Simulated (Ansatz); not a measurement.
Reactions of Cl₂HInS (`[SH][In]([Cl])[Cl]`).

Gas-phase electronic energies from Ansatz, PBE0-D4/def2-TZVP geometries. CBS: MP2 limit from def2 TZ/QZ plus the TZ coupled-cluster correction, frozen cores. This one scheme is used for every species. DFT in def2-TZVPP. Elements past krypton have def2 core potentials. For Br, In outer-core shells are correlated without core-valence functions, which leaves a few kJ/mol of doubt a bond. Scalar relativity is left out up to krypton. Each species was taken in one conformer, which may not be the lowest.

| reaction | PBE-D4 (eV) | B2PLYP (eV) | MP2/CBS(def2) (eV) | CCSD(T)/CBS(def2) (eV) |
| --- | --- | --- | --- | --- |
| `[SH][In]([Cl])[Cl]` + HCl → `[Cl][In]([Cl])[Cl]` + H₂S | -0.11 | -0.17 | -0.12 | -0.15 |
| `[SH][In]([Cl])[Cl]` + HBr → `[Cl][In]([Cl])[Br]` + H₂S | -0.31 | -0.37 | -0.37 | -0.38 |
| `[SH][In]([Cl])[Cl]` + H–F → `[F][In]([Cl])[Cl]` + H₂S | 0.47 | 0.42 | 0.59 | 0.51 |
| `[SH][In]([Cl])[Cl]` + H₂O → `[OH][In]([Cl])[Cl]` + H₂S | 0.71 | 0.67 | 0.76 | 0.71 |

Largest T1 diagnostic: 0.014, for `[OH][In]([Cl])[Cl]`.
